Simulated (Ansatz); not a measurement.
Consider the ligand exchange at the Si–N bond: `BN(C=C)[SiH2][SiH3]` + HBr → `[SiH3][SiH2]Br` + `BNC=C`.

Program: Ansatz. Geometries: PBE0-D4/def2-TZVP. ΔE: electronic, gas phase. CCSD(T)/CBS adds triple-zeta CCSD(T) − MP2 to the extrapolated MP2 energy (def2 sets, frozen cores). DFT in def2-TZVPP. B3LYP here is the variant with VWN-RPA as its local correlation; programs differ in this. For Br outer-core shells are correlated without core-valence functions, which leaves a few kJ/mol of doubt a bond. Scalar relativity is left out up to krypton. One conformer a species, not always the lowest.

| level | ΔE (kcal/mol) | difference from CCSD(T)/CBS |
| --- | --- | --- |
| revPBE-D4 | -14.8 | 0.3 |
| B97M-V | -15.9 | -0.8 |
| ωB97X-V | -15.8 | -0.7 |
| ωB97M-V | -15.5 | -0.4 |
| revPBE | -20.6 | -5.5 |
| BLYP | -19.3 | -4.2 |
| B3LYP | -18.9 | -3.8 |
| BHLYP | -18.5 | -3.4 |
| CAM-B3LYP | -17.3 | -2.2 |
| LC-ωPBE | -17.3 | -2.2 |
| MP2/def2-SVP | -14.5 | 0.6 |
| HF/def2-TZVPP | -20.0 | -4.9 |
| MP2/def2-QZVPP | -14.8 | 0.3 |
| SCS-MP2/def2-QZVPP | -15.2 | -0.1 |
| MP2/CBS(def2) | -15.4 | -0.3 |
| CCSD/CBS(def2) | -16.0 | -0.9 |
| CCSD(T)/CBS | -15.1 | 0 |

Largest T1 diagnostic among the species: 0.014.

Leaving LDA and LC-ωPBE aside and taking each functional with its dispersion term where it has one, the values, not all of them listed here, spread over 2.3 kcal/mol, from B2PLYP to BLYP-D4. LDA lies +4.0 kcal/mol from PBE without D4. From BLYP to BHLYP (50 % exact exchange), in def2-TZVPP and without D4, ΔE moves by +0.7 kcal/mol.
